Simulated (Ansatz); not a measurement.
Isolated molecules relaxed with PBE0-D4/def2-TZVP in Ansatz; ΔE leaves out vibrations. CCSD(T)/CBS is the MP2 limit (def2-TZVPP, def2-QZVPP) plus CCSD(T) − MP2 in def2-TZVPP, frozen cores. Functionals use def2-TZVPP. B3LYP here is the variant with VWN-RPA as its local correlation; programs differ in this. HSE06 is defined as in plane-wave codes. Each species was taken in one conformer, which may not be the lowest.

Reaction (formal exchange of groups at a C–N bond): `CBCNC` + `B1CO1` → `CC1BO1` + `CBCN`

Is it downhill or uphill in electronic energy at CCSD(T)/CBS, and by how much? (Best estimate.)

Computed: Downhill: ΔE = -9.5 kcal/mol.

What do these levels give: revPBE-D4, BLYP-D4, r2SCANh-D4, HSE06-D4, CAM-B3LYP-D4, PBE, B3LYP, HF/def2-SVP, CCSD(T)/def2-SVP, MP2/def2-TZVPP, CCSD(T)/def2-TZVPP, HF/CBS(def2)? (Estimate.)

Ansatz gave: revPBE-D4 -8.7, BLYP-D4 -8.6, r2SCANh-D4 -9.7, HSE06-D4 -9.5, CAM-B3LYP-D4 -8.9, PBE -10.1, B3LYP -10.0, HF/def2-SVP -8.4, CCSD(T)/def2-SVP -7.4, MP2/def2-TZVPP -9.3, CCSD(T)/def2-TZVPP -9.0, HF/CBS(def2) -9.9 kcal/mol.

What do rigid-rotor, harmonic-oscillator terms from PBE0-D4/def2-TZVP frequencies (298.15 K, 1 bar) make of the CCSD(T)/CBS value? (Best estimate.)

Ansatz gave: ΔZPE = -0.4 kcal/mol, ΔH = -9.6 kcal/mol, ΔS = 11 J/(mol·K), ΔG = -10.3 kcal/mol.

Largest T1 diagnostic among the species: 0.016.

Leaving LDA and LC-ωPBE aside and taking each functional with its dispersion term where it has one, the values, not all of them listed here, spread over 1.1 kcal/mol, from PBE-QIDH to BLYP-D4. LDA lies +1.0 kcal/mol from PBE without D4. At CCSD(T), def2-SVP lies +2.0 kcal/mol from the extrapolated value and def2-TZVPP +0.5 kcal/mol. The D4 term adds +1.1 kcal/mol with B3LYP and +0.7 kcal/mol with PBE0; it sums over pairs of atoms, weighted by their polarisabilities, and B3LYP, whose exchange is more repulsive, gets the larger term.
